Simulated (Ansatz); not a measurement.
`[Br][Ge][Br]` + H₂O → `[OH][Ge][Br]` + HBr at 700 K and 1 bar (formal hydrolysis of a Ge–Br bond).

Calculated with Ansatz (gas phase, PBE0-D4/def2-TZVP geometries, no zero-point term in ΔE). CCSD(T)/CBS is the MP2 limit (def2-TZVPP, def2-QZVPP) plus CCSD(T) − MP2 in def2-TZVPP, frozen cores. This one scheme is used for every species. For Br, Ge outer-core shells are correlated without core-valence functions, which leaves a few kJ/mol of doubt a bond. Scalar relativity is left out up to krypton. Each species was taken in one conformer, which may not be the lowest.

```csv
species,CCSD(T)/CBS energy (Eh),H − E (kJ/mol),S (J/(mol·K))
`[Br][Ge][Br]`,-7222.82910,41.1,367.2
H₂O,-76.37941,80.5,218.4
`[OH][Ge][Br]`,-4725.27533,78.4,360.9
HBr,-2573.91920,36.5,223.7
```

H − E and S are ideal-gas, rigid-rotor, harmonic terms from PBE0-D4/def2-TZVP, for one conformer and one mirror image of each species. 1 Eh = 2625.50 kJ/mol, R = 8.31446 J/(mol·K).

Task: By hand: ΔE, ΔH, ΔS and ΔG.

Result: ΔE = (-4725.27533) + (-2573.91920) − (-7222.82910) − (-76.37941) = 0.01398 Eh = 36.7 kJ/mol. Δ(H − E) = 78.4 + 36.5 − 41.1 − 80.5 = -6.7, so ΔH = 30.0 kJ/mol. ΔS = 360.9 + 223.7 − 367.2 − 218.4 = -1.0 J/(mol·K). ΔG = 30.0 − 700 × (-1.0)/1000 = 30.7 kJ/mol.

Task: By hand: the equilibrium constant, and the temperature at which ΔG would vanish if ΔH and ΔS stayed fixed.

Result: log₁₀ K = −ΔG/(RT ln 10) = -2.3. ΔH and −TΔS have one sign here, so there is no such temperature.

The number of gas molecules stays the same, so ΔS is small and ΔH decides. A doubt of 5 kJ/mol in ΔE shifts log₁₀ K by 0.4 here. Other conformers and mirror images would add mixing entropy, several J/(mol·K) or more a flexible species. These are equilibria of isolated gas molecules and say nothing of rates. Largest T1 diagnostic: 0.013 (customary marks: 0.02 for closed shells, 0.045 for open ones).

ΔS is within the doubt of such terms, so its sign, and with it that verdict, could turn.
